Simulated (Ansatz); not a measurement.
`CN(C)[Si](O)(O)Br`, charge 0, multiplicity 1.

Problem. Give a relaxed structure at PBE0-D4/def2-TZVP (the Gaussian-basis code of Ansatz). (An estimate is asked.)

Solution. The calculation gave: 
Z-matrix (Å, degrees):
```
C
N 1 1.446
H 1 1.090 2 110.5
H 1 1.096 2 110.1 3 119.2
H 1 1.098 2 111.7 3 -121.0
C 2 1.446 1 113.7 3 -178.3
Si 2 1.682 1 122.2 3 17.6
H 6 1.096 2 110.2 1 59.1
H 6 1.098 2 111.7 1 -60.7
H 6 1.090 2 110.5 1 178.3
O 7 1.629 2 107.8 1 -161.1
O 7 1.629 2 107.8 1 -35.7
Br 7 2.260 2 115.3 1 81.6
H 11 0.958 7 116.6 2 -143.5
H 12 0.958 7 116.6 2 143.1
```
Point group Cs.
This is one stationary point; other conformers may exist.
